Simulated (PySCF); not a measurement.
A structure optimised at PBE-D3(BJ)/def2-SVP, used in a PySCF frequency run:

```xyz
13

N      2.3317    -0.1046    -0.4356
C      0.9723    -0.0619    -0.1634
C      0.1566    -1.1990    -0.1641
C     -1.2046    -1.2355     0.0455
C     -1.8616    -0.0052     0.2861
C     -1.1017     1.1756     0.3032
C      0.2836     1.1580     0.0859
H      2.7805    -1.0118    -0.3072
H      2.8862     0.6772    -0.0858
H     -1.7697    -2.1819     0.0295
H     -2.9484     0.0180     0.4571
H     -1.5973     2.1400     0.4928
H      0.8590     2.0991     0.1040
```
Charge 0, spin multiplicity 2.

Q: Write its SMILES and formula.

A: Nc1[c]cccc1, C6H6N

Q: What are its rotational constants (standard atomic weights)?

A: 5.9401, 2.5419, 1.7824 GHz
